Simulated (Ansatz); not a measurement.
Consider the ligand exchange at a Ti–Cl bond: `[SiH3][O][Ti]([Cl])([O][SiH3])[O][SiH3]` + H–F → `[F][Ti]([O][SiH3])([O][SiH3])[O][SiH3]` + HCl.

Gas-phase electronic energies from Ansatz, PBE0-D4/def2-TZVP geometries. CBS: MP2 limit from def2 TZ/QZ plus the TZ coupled-cluster correction, frozen cores. This one scheme is used for every species. Functionals use def2-TZVPP. HSE06 is defined as in plane-wave codes. For Ti outer-core shells are correlated without core-valence functions, which leaves a few kJ/mol of doubt a bond. Scalar relativity is left out up to krypton. One conformer a species, not always the lowest.

```
             level  ΔE (kJ/mol)  difference from CCSD(T)/CBS
       LDA (SPW92)        -17.5                        -11.7
            PBE-D4        -16.0                        -10.2
         revPBE-D4        -14.6                         -8.8
           BLYP-D4        -18.3                        -12.5
         r2SCAN-D4        -17.6                        -11.8
            B97M-V        -18.3                        -12.5
           PBE0-D4        -11.5                         -5.7
        r2SCANh-D4        -15.5                         -9.7
        r2SCAN0-D4        -13.0                         -7.2
          HSE06-D4        -10.9                         -5.1
          BHLYP-D4        -13.1                         -7.3
      CAM-B3LYP-D4        -22.9                        -17.1
           ωB97X-V        -23.3                        -17.5
           ωB97M-V        -19.3                        -13.5
            B2PLYP        -14.7                         -8.9
          PBE-QIDH         -8.0                         -2.2
               PBE        -20.5                        -14.7
            revPBE        -21.8                        -16.0
              BLYP        -26.8                        -21.0
            r2SCAN        -19.0                        -13.2
           r2SCAN0        -14.7                         -8.9
             HSE06        -15.0                         -9.2
             BHLYP        -20.4                        -14.6
         CAM-B3LYP        -27.6                        -21.8
           LC-ωPBE        -28.9                        -23.1
RPA@PBE/def2-TZVPP        -16.7                        -10.9
       HF/def2-SVP        -28.3                        -22.5
      MP2/def2-SVP        -24.1                        -18.3
     CCSD/def2-SVP        -33.9                        -28.1
  CCSD(T)/def2-SVP        -28.9                        -23.1
     HF/def2-TZVPP        -22.2                        -16.4
    MP2/def2-TZVPP         -2.3                          3.5
SCS-MP2/def2-TZVPP        -10.7                         -4.9
   CCSD/def2-TZVPP        -17.3                        -11.5
CCSD(T)/def2-TZVPP        -11.9                         -6.1
     HF/def2-QZVPP        -22.6                        -16.8
    MP2/def2-QZVPP          1.0                          6.8
SCS-MP2/def2-QZVPP         -7.5                         -1.7
     MP2/CBS(def2)          3.8                          9.6
    CCSD/CBS(def2)        -11.3                         -5.5
       CCSD(T)/CBS         -5.8                            0
```

Largest T1 diagnostic among the species: 0.021, so the coupled-cluster value is less sure than usual.

At CCSD(T), def2-SVP lies −23.1 kJ/mol from the extrapolated value and def2-TZVPP −6.1 kJ/mol. From r2SCAN to r2SCAN0 (25 % exact exchange), in def2-TZVPP and without D4, ΔE moves by +4.3 kJ/mol.

CCSD(T)/CBS has its own doubt, a few kJ/mol and more with outer-core shells, so smaller differences from it don't rank the levels.
